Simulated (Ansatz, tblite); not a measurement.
Cost and result up the ladder for the cluster Ag2Cl2⁺ (the lowest doublet isomer of a short search) (4 atoms). Charge 1, multiplicity 2. Geometry: r2SCAN-D4/def2-SVP.

```csv
atom,x (Å),y (Å),z (Å)
Ag1,1.057,-1.076,0.530
Ag2,-1.058,1.075,-0.529
Cl3,-0.621,-1.220,-1.238
Cl4,0.622,1.221,1.238
```

Ansatz on 4 threads of Arm Neoverse N1 on a shared host; xTB runs through tblite on one thread. Times are rough, summed over both states, and most runs start from the orbitals of an earlier one. ωB97M-V/def2-TZVP serves as the yardstick here, not as an exact answer. The other state is a quartet at its own geometry, which has other bonds, so the gap mixes isomer and spin.

In the def2 sets Ag takes a core potential; there is no spin–orbit coupling. The xTB rows come from tblite. Correlated methods freeze 10 core orbitals; core or outer-core shells of Ag are correlated, in sets that lack core-valence functions. The structure comes from a short search, and lower isomers may exist.

Run but left out: HF/STO-3G (doublet: ⟨S²⟩ 1.76, where a pure state has 0.75); HF/def2-SVP, MP2/def2-SVP, CCSD/def2-SVP, CCSD(T)/def2-SVP (flagged by the program: other roots).

Second-order perturbation terms are unreliable where d shells bring near-degenerate states, and here MP2/def2-TZVP lies more than 0.4 eV from the median of the functionals without such a term.

Correlated methods converge slowly with the basis.

xTB has no spin-polarisation term.

```tsv
level	functions	wall time	quartet − doublet (eV)	difference from ωB97M-V/def2-TZVP (eV)
GFN1-xTB	36	0.012 s	2.90	-1.64
GFN2-xTB	36	0.013 s	4.23	-0.31
PBE-D4/def2-TZVP	154	9.4 s	3.41	-1.12
revPBE-D4/def2-TZVP	154	10 s	3.39	-1.15
BLYP-D4/def2-TZVP (with forces)	154	13 s	3.24	-1.30
PBE0-D4/def2-TZVP	154	18 s	3.99	-0.55
RPA@PBE/def2-TZVP	154	18 s	3.74	-0.80
r2SCAN-D4/def2-TZVP	154	24 s	3.69	-0.84
MP2/def2-TZVP	154	26 s	4.82	0.29
CAM-B3LYP-D4/def2-TZVP	154	33 s	4.23	-0.31
r2SCAN0-D4/def2-TZVP	154	71 s	4.15	-0.39
ωB97M-V/def2-TZVP	154	1.8 min	4.54	0.00
```
